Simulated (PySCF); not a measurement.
GaFCl2, SMILES [F][Ga]([Cl])[Cl]. Atoms are numbered in the order given.

```xyz
4

Ga     0.0000     0.0000     0.2522
F      0.0000     0.0000     1.9877
Cl     0.0000     1.8572    -0.7561
Cl     0.0000    -1.8572    -0.7561
```
Charge 0, spin multiplicity 1.

Coordinates come from a PBE0-D3(BJ)/def2-SVP optimisation.

Level of theory: IEF-PCM-ωB97X/def2-SVP (PySCF).

The values are the electrostatic part of the solvation free energy, E(continuum) − E(gas) at the gas-phase geometry, in a cavity of scaled van der Waals radii (PySCF's table); cavitation and dispersion terms are not included. A continuum can't describe solvent molecules that bind to the metal. In vacuum the orbital gap is 12.18 eV. The dipole moment in vacuum is 0.73 D.

Computed values in water (ε = 78.36), acetonitrile (ε = 35.69), toluene (ε = 2.37):
```
solvent           ε  ΔG(elec) (kcal/mol)  dipole (D)  gap (eV)
------------  -----  -------------------  ----------  --------
water         78.36                 -5.8        0.73     12.38
acetonitrile  35.69                 -5.6        0.73     12.38
toluene        2.37                 -2.6        0.74     12.27
```
